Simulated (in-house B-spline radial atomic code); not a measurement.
**Binding energies in Er8+**

NIST's tabulated ground configuration is [Kr] 4d10 4f10 5s2 5p2; each binding energy is the energy of the ion with one electron taken from that subshell, relaxed, less that of the parent. Computed with a radial B-spline atomic code at the basis-set limit: Dirac-Hartree-Fock, average of configuration, Fermi nucleus of rms radius 5.2516 fm. Energies include first-order Breit, QED and recoil terms.

| subshell | X-ray name | binding energy (eV) | -ε (eV) | relaxation (eV) |
| --- | --- | --- | --- | --- |
| 1s | K | 57624 | 57965.2 | 77.6 |
| 2s | L1 | 9898.6 | 9973.7 | 43.8 |
| 3s | M1 | 2364.1 | 2392.5 | 22.2 |
| 3d3/2 | M4 | 1592.8 | 1619.2 | 24.2 |
| 3d5/2 | M5 | 1551.6 | 1576.7 | 23.8 |
| 4s | N1 | 595.4 | 604.0 | 7.2 |
| 4d3/2 | N4 | 320.4 | 326.5 | 5.8 |
| 4d5/2 | N5 | 312.5 | 318.2 | 5.6 |
| 5s | O1 | 173.2 | 174.2 | 0.7 |
| 5p | O2,3 | 143.4 | 144.0 | 0.5 |
| 4f | N6,7 | 139.2 | 143.4 | 4.3 |

Relaxation = -ε minus the binding energy without Breit, QED and recoil terms.

(1) What does it cost to remove both a 4s and a 4d5/2 electron?

(2) What does it cost to remove two 1s electrons?

Answers

(1) 938.59 eV, which is 30.68 eV more than the two single binding energies together.

(2) 116480 eV, which is 1232 eV more than the two single binding energies together.
